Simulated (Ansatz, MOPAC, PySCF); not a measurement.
Dissociation curve of GeLi (anion, charge -1), lowest triplet found (which spin is the ground state isn't settled by this scan).

Computed with: UKS-B3LYP/6-31G* = unrestricted B3LYP/6-31G*, spherical d in PySCF 2.14.0; PM7, unrestricted, heats of formation (MOPAC); UKS-LDA (SVWN5)/6-31G* = unrestricted LDA (SVWN5)/6-31G*, spherical d (PySCF); FCI = full CI/aug-cc-pVDZ, cores with 3d frozen (Ansatz, an electronic-structure program); ROCCSDT(Q) = CCSDT(Q)/B on ROHF/aug-cc-pVDZ, cores with 3d frozen (Ansatz).

Energies are in kcal/mol, each relative to the lowest point of its own curve between 2.17 and 3.15 Å, where full CI is lowest.

```csv
R / Å,UKS-B3LYP/6-31G*,PM7,UKS-LDA (SVWN5)/6-31G*,FCI,ROCCSDT(Q)
1.78,50.7,21.6,47.3,53.5,59.2
1.95,25.5,6.5,23.1,27.9,27.8
2.04,16.9,…,14.9,19.0,18.9
2.17,8.5,0.2,7.1,10.1,10.1
2.26,4.8,0.0,…,6.1,6.1
2.34,2.6,…,1.8,3.5,3.5
2.41,1.3,1.4,…,2.0,2.0
2.51,0.3,…,0.1,0.7,0.7
2.57,0.0,4.2,0.0,0.2,0.2
2.67,0.0,6.1,…,0.0,0.0
2.80,0.6,8.6,1.3,0.4,0.4
2.97,2.0,11.4,3.2,1.6,1.6
3.15,3.9,13.9,5.6,3.4,3.4
3.37,6.4,—,8.6,5.9,5.9
3.64,9.4,—,12.1,9.0,9.0
3.96,12.5,—,15.7,12.4,12.4
4.40,15.9,—,19.5,16.4,16.4
4.90,18.7,—,22.5,19.9,19.9
5.47,20.8,—,24.7,22.7,22.6
6.18,22.2,—,26.1,24.9,—
7.24,23.0,—,26.7,26.6,—
8.43,22.9,—,26.3,27.4,—
```

Problem. Some entries are withheld; supply them.

Solution. 
- 2.04, PM7: 2.7
- 2.26, UKS-LDA (SVWN5)/6-31G*: 3.8
- 2.34, PM7: 0.5
- 2.41, UKS-LDA (SVWN5)/6-31G*: 0.8
- 2.51, PM7: 3.1
- 2.67, UKS-LDA (SVWN5)/6-31G*: 0.3

Dashes: no converged value, or the column stops at the first point that the program doubted or that broke a chosen test of continuity, which isn't proof of a fault.

The unrestricted determinant behind UKS-B3LYP/6-31G*, UKS-LDA (SVWN5)/6-31G* is spin-contaminated at 1.78 to 8.43 Å (<S²> up to 2.7, against 2.00 for a pure triplet). Where the anion isn't bound against loss of the electron, the finite basis alone holds it. Also computed but left out beside FCI, since their determinant holds another spin at the minimum (<S²> over 0.7 above the pure value): UHF, UMP2, UCCSD, UCCSD(T), UCCSDT, UCCSDT(Q), UKS-CAM-B3LYP, UHF/6-31G*, UMP2/3-21G. The T1 diagnostic of CCSD on the restricted reference of ROCCSDT(Q) exceeds 0.045 at 1.78 to 6.18 Å.
